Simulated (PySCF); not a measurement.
## Electronic absorption of [C6H10F]+

Compound: C6H10F (charge +1).
SMILES: `C[C+]1CCC[C@@H]1F`

Method used: TDDFT B3LYP/def2-SVPD, vertical, gas phase, core orbitals frozen in the response in PySCF 2.14.0, density-fitted response routines. The structure is a single GFN2-xTB conformer in the gas phase; no vibrational or solvent corrections.

```json
{"state": "S1", "λ (nm)": "299.8", "E (eV)": "4.14", "f": "0.016", "|μ| (D)": "1.00", "main configurations (H = HOMO, L = LUMO)": "H→L (78%), H-1→L (17%)"}
{"state": "S2", "λ (nm)": "287.4", "E (eV)": "4.31", "f": "0.0093", "|μ| (D)": "0.75", "main configurations (H = HOMO, L = LUMO)": "H-1→L (72%), H→L (21%)"}
{"state": "S3", "λ (nm)": "261.1", "E (eV)": "4.75", "f": "0.0089", "|μ| (D)": "0.70", "main configurations (H = HOMO, L = LUMO)": "H-3→L (70%), H-2→L (28%)"}
{"state": "S4", "λ (nm)": "254.9", "E (eV)": "4.86", "f": "0.026", "|μ| (D)": "1.19", "main configurations (H = HOMO, L = LUMO)": "H-2→L (60%), H-3→L (26%), H-1→L (10%)"}
{"state": "S5", "λ (nm)": "224.7", "E (eV)": "5.52", "f": "0.011", "|μ| (D)": "0.72", "main configurations (H = HOMO, L = LUMO)": "H-4→L (93%)"}
{"state": "S6", "λ (nm)": "196.3", "E (eV)": "6.32", "f": "0.037", "|μ| (D)": "1.25", "main configurations (H = HOMO, L = LUMO)": "H-5→L (65%), H-6→L (30%)"}
{"state": "S7", "λ (nm)": "193.4", "E (eV)": "6.41", "f": "0.030", "|μ| (D)": "1.11", "main configurations (H = HOMO, L = LUMO)": "H-6→L (67%), H-5→L (26%)"}
{"state": "S8", "λ (nm)": "177.1", "E (eV)": "7.00", "f": "0.050", "|μ| (D)": "1.37", "main configurations (H = HOMO, L = LUMO)": "H-7→L (59%), H-8→L (33%)"}
```

Triplets, Tamm–Dancoff:

| state | E (eV) | λ (nm) | main configurations (H = HOMO, L = LUMO) |
| --- | --- | --- | --- |
| T1 | 3.80 | 326.5 | H→L (54%), H-1→L (39%) |
| T2 | 3.88 | 319.3 | H→L (41%), H-1→L (33%), H-2→L (22%) |
| T3 | 4.40 | 281.7 | H-2→L (68%), H-1→L (24%) |

The lowest singlet lies at 4.14 eV (300 nm, ultraviolet) and is weak; its leading configuration is HOMO→LUMO (78%). The most intense listed level is S8 at 7.00 eV (177 nm, f = 0.050), 2.87 eV above S1. It is the last of those listed, so stronger ones may follow. Löwdin shares by element: HOMO carbon 49% or more, fluorine 15% (atoms not listed hold the other 36%); LUMO carbon 75% or more (atoms not listed hold the other 25%). The oscillator strengths of these states sum to 0.188; summed over the whole spectrum of an exact calculation they would give the number of electrons, 54 (Thomas–Reiche–Kuhn). Orbital energies (eV): HOMO-3 -14.92, HOMO-2 -14.86, HOMO-1 -14.48, HOMO -14.13, LUMO -8.99, LUMO+1 -4.06, LUMO+2 -3.43. Of the 8 states listed, 6 reach f = 0.01 and none stays under 0.0005. Singlets were solved by full linear response, triplets in the Tamm–Dancoff approximation.
